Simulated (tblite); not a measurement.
C6H6NS (doublet state).
Atom-mapped SMILES: `[N:1]#[C:2][C:3]1[CH:4]=[CH:5][CH2:6][C@@H:7]1[SH:8]` (hydrogens: H9 on C4; H10 on C5; H11, H12 on C6; H13 on C7; H14 on S8)

Geometry (GFN2-xTB, Å), atoms numbered from 1 in this order:
```xyz
14
C6H6NS angstrom
N      3.487    0.106   -0.234
C      2.334    0.157   -0.215
C      0.954    0.219   -0.209
C      0.171    1.389   -0.239
C     -1.151    1.075   -0.284
C     -1.352   -0.402   -0.313
C      0.062   -0.970   -0.124
S      0.268   -1.804    1.527
H      0.588    2.380   -0.236
H     -1.968    1.772   -0.315
H     -1.773   -0.712   -1.274
H     -2.043   -0.743    0.461
H      0.318   -1.767   -0.822
H      0.104   -0.700    2.255
```

The geometry is computed with GFN2-xTB (gas phase). This method treats the open shell by occupation alone, without spin polarisation.

Masses are those of the commonest isotopes; rigid-rotor values at the optimised geometry. The values belong to one conformer with, in the numbering `[N:1]#[C:2][C:3]1[CH:4]=[CH:5][CH2:6][C@@H:7]1[SH:8]`, C6–C7–S8–H -65°.

**Question.** Give the principal moments of inertia and the rotational constants in cm⁻¹.

**Answer.** Ia = 233.37, Ib = 293.78, Ic = 477.70 u·Å²; 505379 MHz·u·Å²/I gives 2166, 1720 and 1058 MHz, that is A = 0.07224, B = 0.05738, C = 0.03529 cm⁻¹.

**Question.** Classify the top.

**Answer.** An asymmetric top: κ = (2 × 1720 − 2166 − 1058)/(2166 − 1058) ≈ 0.20.

**Question.** What does the inertial defect say?

**Answer.** Not planar: Δ = Ic − Ia − Ib = -49.45 u·Å². For a rigid frame Δ = −2 Σ m c², so Σ m c² = 24.72 u·Å² lies off the ab plane: 8.94 from hydrogen and 15.78 from heavier atoms. The atom farthest from that plane is 1.68 Å away.

**Question.** Give the other two planar moments, Paa and Pbb, and the rms extents of the mass along the axes.

**Answer.** Paa = Σ m a² = (Ib + Ic − Ia)/2 = 269.05 and Pbb = Σ m b² = (Ia + Ic − Ib)/2 = 208.65 u·Å². With the mass M = 124.02 u, the rms extents √(P/M) along a, b and c are 1.47, 1.30, 0.45 Å.

For this open shell read J as N, the rotation without spin; fine and hyperfine splittings come on top. Its GFN2-xTB frequencies are all real (lowest 69 cm⁻¹). Constants of a rigid frame at the computed geometry: no zero-point averaging, no centrifugal distortion.
